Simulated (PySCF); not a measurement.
C3H5N2, SMILES c1c[nH][nH+]c1, charge +1.

Coordinates come from a TPSSh-D3(BJ)/def2-SVP optimisation. The isomer is the one that the SMILES or the coordinates give; other isomers of the formula were not compared.

Calculation: TPSSh-D3(BJ)/def2-SVP (PySCF).

Frequencies are harmonic and unscaled.

Q: Estimate the vibrational spectrum. (An estimate is asked for; the answer gives what the named calculation found.)

A: 
| mode | ν (cm⁻¹) | IR (km/mol) | Raman (Å⁴/amu) | depolarisation | moving atoms (share of kinetic energy) |
|---|---|---|---|---|---|
| 1 | 483 | 0.0 | 0.7 | 0.75 | H 62 %, N 38 % |
| 2 | 580 | 202.7 | 0.8 | 0.75 | H 70 %, N 19 %, C 10 % |
| 3 | 620 | 12.7 | 0.0 | – | C 55 %, H 44 % |
| 4 | 637 | 0.0 | 0.1 | 0.75 | N 39 %, H 39 %, C 23 % |
| 5 | 802 | 95.2 | 0.3 | 0.75 | H 85 %, C 14 % |
| 6 | 901 | 1.9 | 3.3 | 0.71 | C 76 %, N 13 %, H 11 % |
| 7 | 915 | 0.0 | 0.0 | – | H 77 %, C 23 % |
| 8 | 931 | 0.9 | 0.4 | 0.75 | N 53 %, C 26 %, H 21 % |
| 9 | 951 | 0.1 | 0.0 | – | H 71 %, C 29 % |
| 10 | 1073 | 42.8 | 0.5 | 0.75 | H 70 %, N 19 %, C 11 % |
| 11 | 1074 | 19.4 | 2.7 | 0.75 | H 76 %, N 13 %, C 11 % |
| 12 | 1131 | 31.0 | 1.3 | 0.75 | H 65 %, C 28 % |
| 13 | 1202 | 6.1 | 38.0 | 0.11 | C 48 %, N 39 %, H 13 % |
| 14 | 1249 | 0.1 | 10.2 | 0.46 | H 76 %, N 15 %, C 9 % |
| 15 | 1339 | 8.8 | 0.3 | 0.75 | H 71 %, C 26 % |
| 16 | 1465 | 55.1 | 17.1 | 0.75 | C 75 %, H 15 %, N 9 % |
| 17 | 1511 | 10.8 | 2.9 | 0.26 | N 58 %, H 29 %, C 13 % |
| 18 | 1565 | 0.0 | 0.6 | 0.16 | C 72 %, H 21 % |
| 19 | 1590 | 34.3 | 0.7 | 0.75 | H 40 %, N 35 %, C 25 % |
| 20 | 3275 | 0.3 | 91.2 | 0.54 | H 91 %, C 9 % |
| 21 | 3280 | 48.2 | 9.2 | 0.75 | H 91 %, C 9 % |
| 22 | 3294 | 31.9 | 110.9 | 0.09 | H 90 %, C 10 % |
| 23 | 3575 | 153.5 | 37.1 | 0.75 | H 92 % |
| 24 | 3587 | 368.1 | 105.2 | 0.15 | H 92 % |
